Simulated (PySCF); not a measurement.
Compound: C3H6GaNO2.
Geometry (PBE0-D3(BJ)/def2-SVP, Å), atoms numbered from 1 in this order:
```xyz
13
C3H6GaNO2 angstrom
O     -3.711    0.721   -0.261
C     -3.207   -0.103    0.438
O     -1.884   -0.309    0.531
C     -1.106    0.543   -0.284
C      0.298    0.202   -0.091
N      1.415   -0.042    0.036
Ga     3.507   -0.538    0.247
H     -3.732   -0.814    1.105
H     -1.365    0.428   -1.350
H     -1.264    1.603   -0.025
H      3.444   -1.025    1.747
H      4.073    0.905   -0.054
H      3.563   -1.622   -0.898
```

The calculation used PySCF, TDDFT CAM-B3LYP/def2-SVPD, vertical, gas phase, core orbitals frozen in the response. Relativistic effects, spin–orbit coupling among them, are left out although an element past zinc is present.

Transition dipole moments from the ground state, in atomic units and in the frame of the coordinates above (overall signs are arbitrary), for the states with f of 0.002 or more among the lowest 8:

```tsv
state	E (hartree)	μx	μy	μz
S1	0.2150	-0.038	-0.080	0.113
S3	0.2201	0.663	0.000	0.180
S4	0.2336	-0.045	-0.082	0.108
S5	0.2395	0.987	-0.299	0.035
S6	0.2501	0.012	-0.392	-0.122
S7	0.2504	0.145	0.068	-0.337
S8	0.2657	0.139	0.551	0.261
```

(1) Work out the oscillator strengths.

(2) What angle do the transition dipoles of S3 and S7 make?

(3) How is the summed strength of these states shared among x, y and z?

(4) What peak molar absorption coefficient would the strongest computed level give as a lone Gaussian band 0.4 eV wide at half height?

Results:

(1) f = (2/3) ΔE |μ|² with ΔE in hartree (27.2114 eV).

```
state  |μ|² (au)  |μ| (D)      f
   S1      0.020     0.36  0.003
   S3      0.473     1.75  0.069
   S4      0.021     0.36  0.003
   S5      1.065     2.62  0.170
   S6      0.169     1.04  0.028
   S7      0.139     0.95  0.023
   S8      0.391     1.59  0.069
```

(2) |cos θ| = |μa·μb| / (|μa| |μb|) = 0.14, so θ ≈ 82° (taken between 0 and 90°, since the signs are arbitrary).

(3) (2/3) Σ ΔE μα² gives 0.228 for x, 0.097 for y and 0.042 for z, 0.366 in all.

(4) ε(max) = 2.175×10⁸ f / FWHM, with the width in cm⁻¹. S5: 2.175×10⁸ × 0.1700 / 3226 ≈ 11000 L mol⁻¹ cm⁻¹.

The vertical ionisation energy (ΔSCF) is 9.89 eV, 2.66 eV above S8.

Time: 2.1 min wall; peak memory 1.2 GiB. Hardware: an Arm Neoverse V2 with one thread (shared host).

One conformer stands for the species.
